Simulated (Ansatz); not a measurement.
Si₂₅PH₃₆. Total charge 0; doublet. Geometry PBE-D4/def2-SVP; atoms count from 1.

```xyz
62

P    -0.126    0.018    0.017
Si   -2.847   -3.618    2.170
Si   -2.503   -3.148   -1.795
Si    0.128   -2.548    4.417
Si    3.290   -0.940    2.640
Si    3.528   -0.931   -1.214
Si    0.358   -2.269    0.580
Si   -2.403    0.167    0.010
Si    0.168    1.126    1.992
Si    0.619    1.604   -1.631
Si   -2.271    0.298   -3.761
Si   -2.337    3.971   -2.160
Si    3.516    2.406    0.729
Si    0.642    5.060    0.073
Si   -0.500   -3.535    2.372
Si   -0.191   -3.374   -1.420
Si   -3.575   -4.235    0.007
Si   -3.161   -0.891   -1.933
Si    2.699   -2.085    0.671
Si    2.448   -2.121    4.498
Si    2.454    1.255    2.487
Si    0.069    0.499   -3.631
Si    2.930    1.351   -1.292
Si   -0.002    3.866   -1.853
Si   -3.123    2.499   -3.835
Si    2.907    4.680    0.614
H    -3.400   -4.635    3.140
H    -3.421   -2.277    2.547
H    -2.916   -3.844   -3.072
H    -0.220   -3.476    5.556
H    -0.644   -1.270    4.619
H     4.795   -0.854    2.764
H     5.036   -1.001   -1.159
H     3.083   -1.623   -2.478
H    -2.884   -0.492    1.274
H    -2.742    1.632    0.062
H    -0.609    0.357    3.026
H    -0.467    2.479    1.814
H    -2.686   -0.406   -5.034
H    -3.019    3.677   -0.850
H    -2.727    5.371   -2.569
H     5.009    2.315    0.953
H    -0.241    4.670    1.229
H     0.456    6.540   -0.163
H     0.029   -4.955    2.352
H     0.122   -4.843   -1.272
H     0.608   -2.837   -2.578
H    -3.290   -5.712   -0.144
H    -5.071   -4.047   -0.089
H    -4.670   -0.809   -1.966
H     3.317   -3.464    0.704
H     3.148   -3.458    4.534
H     2.789   -1.388    5.774
H     2.614    1.993    3.797
H     0.742   -0.846   -3.715
H     0.537    1.334   -4.798
H     3.685    2.011   -2.423
H     0.665    4.509   -3.052
H    -4.633    2.473   -3.808
H    -2.700    3.085   -5.163
H     3.247    5.372    1.912
H     3.740    5.312   -0.476
```

Single mean-field runs in def2-SVP are fitted with def2-universal-jkfit.

Problem. Estimate the Mulliken populations of the heavy atoms from the PBE0/def2-SVP orbitals of Ansatz.

Solution. 
```csv
atom,charge (e),spin (α − β)
P1,-0.39,0.09
Si2,0.07,0.00
Si3,-0.08,0.00
Si4,0.07,0.00
Si5,-0.06,0.00
Si6,0.13,0.00
Si7,-0.22,0.39
Si8,0.18,0.01
Si9,0.19,0.00
Si10,-0.22,0.39
Si11,-0.08,0.00
Si12,0.07,0.00
Si13,-0.06,0.00
Si14,0.07,0.00
Si15,-0.03,0.06
Si16,0.15,-0.02
Si17,0.09,0.00
Si18,-0.04,0.00
Si19,-0.01,-0.01
Si20,0.11,0.00
Si21,-0.04,0.00
Si22,0.15,-0.02
Si23,-0.01,-0.01
Si24,-0.03,0.06
Si25,0.09,0.00
Si26,0.11,0.00
```
Mulliken values depend strongly on the basis.

Problem. Where does the spin sit?

Solution. Summed by element: P 0.09, Si 0.86, H 0.06, of 1 unpaired in all. Largest on single atoms: Si10 0.39, Si7 0.39, P1 0.09.

Problem. And the Mayer bond orders between heavy atoms (over 0.3)?

Solution. P1–Si7 0.60 (2.41 Å); P1–Si8 0.86 (2.28 Å); P1–Si9 0.87 (2.28 Å); P1–Si10 0.60 (2.41 Å); Si2–Si15 0.94 (2.36 Å); Si2–Si17 0.95 (2.36 Å); Si3–Si16 0.94 (2.35 Å); Si3–Si17 0.94 (2.36 Å); Si3–Si18 0.93 (2.35 Å); Si4–Si15 0.94 (2.36 Å); Si4–Si20 0.95 (2.36 Å); Si5–Si19 0.92 (2.35 Å); Si5–Si20 0.94 (2.36 Å); Si5–Si21 0.92 (2.35 Å); Si6–Si19 0.93 (2.36 Å); Si6–Si23 0.93 (2.36 Å); Si7–Si15 0.87 (2.36 Å); Si7–Si16 0.92 (2.35 Å); Si7–Si19 0.92 (2.35 Å); Si8–Si18 0.94 (2.34 Å); Si9–Si21 0.94 (2.34 Å); Si10–Si22 0.92 (2.35 Å); Si10–Si23 0.92 (2.35 Å); Si10–Si24 0.87 (2.36 Å); Si11–Si18 0.93 (2.35 Å); Si11–Si22 0.94 (2.35 Å); Si11–Si25 0.94 (2.36 Å); Si12–Si24 0.94 (2.36 Å); Si12–Si25 0.95 (2.36 Å); Si13–Si21 0.92 (2.35 Å); Si13–Si23 0.92 (2.35 Å); Si13–Si26 0.94 (2.36 Å); Si14–Si24 0.94 (2.36 Å); Si14–Si26 0.95 (2.36 Å).
